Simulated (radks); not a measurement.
Problem. Radial electron density D(r) = 4 pi r^2 rho(r) of an atom or ion with 42 electrons. Method: Dirac Kohn-Sham, LDA (Slater exchange, Perdew-Wang correlation), spin-unpolarised, spherical densities, finite nucleus; Fermi nuclear charge, rms radius of each element as measured or else 0.836 A^(1/3) + 0.57 fm; computed with a radial shooting solver on a logarithmic mesh with Libxc functionals.

r (bohr)  D(r) (e/bohr)
0.001956          3.219
0.002567          5.107
0.003343          7.866
0.004387          12.01
0.005713          17.63
0.007499          25.23
0.009764          34.13
0.01282           43.83
0.01669           51.85
0.02191           56.16
0.02852           55.07
0.03744           50.36
0.04875           48.05
0.06399           53.82
0.08332           64.91
0.1094            69.33
0.1424            59.06
0.1869            46.05
0.2434            47.81
0.3195            54.31
0.4194            43.00
0.5461            22.56
0.7168            13.58
0.9333            14.15
1.225             11.59
1.595             6.257
2.094             2.360
2.726            0.6881
3.579            0.1272
4.66            0.01315

What is the nuclear charge?

Solution. Z = 44. The innermost maximum, from 1s, lies near gamma/Z bohr with gamma = sqrt(1 - (Z/c)^2) = 0.947, here 0.0215 bohr (found: 0.0235), and its height grows with Z. The density is that of the ruthenium ion Ru2+ in [Kr] 4d6; the configuration itself is not fixed sharply by these data, and Z only to a few units. D(r) has 4 maxima, at r = 0.0235, 0.103, 0.317, 0.941 bohr, and minima at 0.0472, 0.206, 0.752 bohr, inside which lie 2.05, 11.12, 29.16 electrons.
